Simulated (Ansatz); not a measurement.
**Cost against result**

Saddle point of GaH$_{5}$O$_{3}$, singlet (GaH₃O₃ ([OH][Ga]([OH])[OH]) + H₂ → GaH₃O₂ ([OH][GaH][OH]) + H₂O (still joined by a long Ga–O bond); bonds formed: Ga1–H6, O2–H5; bonds broken: H5–H6; bonds weakened to dative contacts: Ga1–O2), PBE0-D4/def2-TZVP structure:

```
9
angstrom
Ga -0.0480 -0.2769 0.1827
O 0.2189 1.0454 -1.2012
O 1.5073 -0.7450 0.9086
O -1.3772 -1.4422 -0.0136
H -0.2145 1.5424 -0.0907
H -0.5905 1.3508 0.8234
H 1.1376 1.2441 -1.4136
H 1.5021 -1.6253 1.2899
H -2.1358 -1.0933 -0.4856
```

Barriers are electronic and count from the start structure reached by relaxing down the imaginary mode.

Computed with Ansatz 0.2.0 (basis: as named in each row); correlated methods freeze the cores. Filled d shells of the heavier atoms are correlated. The def2 sets are not built for correlating such inner shells, so the correlated values are less sure here. B3LYP uses VWN-RPA correlation. Extrapolation: Hartree–Fock as exp(−7.88 √X), correlation as X^−2.97.

Times are rough, for one single point on 4 threads of a shared host (Arm Neoverse V2).

The estimate by CCSD(T) at an estimated basis limit (MP2 extrapolated from triple and quadruple zeta, plus CCSD(T) − MP2 in triple zeta) is 1.146 eV.

| method | basis | time (s) | barrier (eV) | method less estimate |
| --- | --- | --- | --- | --- |
| HF | STO-3G | under 1 | 2.110 | 0.964 |
| SPW92 | def2-SVP | under 1 | 0.384 | -0.762 |
| PBE-D4 | STO-3G | under 1 | 1.817 | 0.671 |
| PBE-D4 | def2-SVP | under 1 | 0.714 | -0.433 |
| B3LYP-D4 | 6-31G | under 1 | 1.121 | -0.025 |
| SPW92 | def2-TZVPP | under 1 | 0.531 | -0.616 |
| PBE0-D4 | def2-SVP | under 1 | 0.815 | -0.332 |
| PBE-D4 | def2-TZVPP | 1 | 0.868 | -0.278 |
| BLYP-D4 | def2-TZVPP | 1 | 1.038 | -0.108 |
| B3LYP-D4 | def2-TZVPP | 2 | 1.076 | -0.070 |
| BHLYP-D4 | def2-TZVPP | 2 | 1.172 | 0.025 |
| PBE0-D4 | def2-TZVPP | 2 | 0.949 | -0.198 |
| CAM-B3LYP-D4 | def2-TZVPP | 2 | 1.061 | -0.085 |
| r2SCAN-D4 | def2-TZVPP | 2 | 0.933 | -0.213 |
| r2SCAN0-D4 | def2-TZVPP | 3 | 0.993 | -0.153 |
| B2PLYP | def2-TZVPP | 3 | 1.118 | -0.028 |
| PBE-QIDH | def2-TZVPP | 3 | 1.046 | -0.100 |
| RPA on PBE | def2-TZVPP | 3 | 1.134 | -0.013 |
| wB97M-V | def2-SVP | 4 | 0.882 | -0.265 |
| CCSD(T) | def2-SVP | 4 | 1.080 | -0.067 |
| wB97X-V | def2-TZVPP | 4 | 1.093 | -0.054 |
| wB97M-V | def2-TZVPP | 5 | 1.075 | -0.071 |
| B97M-V | def2-TZVPP | 6 | 0.980 | -0.166 |
| MP2 | def2-QZVPP | 13 | 1.150 | 0.004 |
| CCSD(T) | def2-TZVPP | 84 | 1.127 | -0.019 |

All methods are single points on the PBE0-D4 structures.

The T1 diagnostic stays at or below 0.015.

Labels in which every atom is bracketed show which atoms are joined, not bond orders.
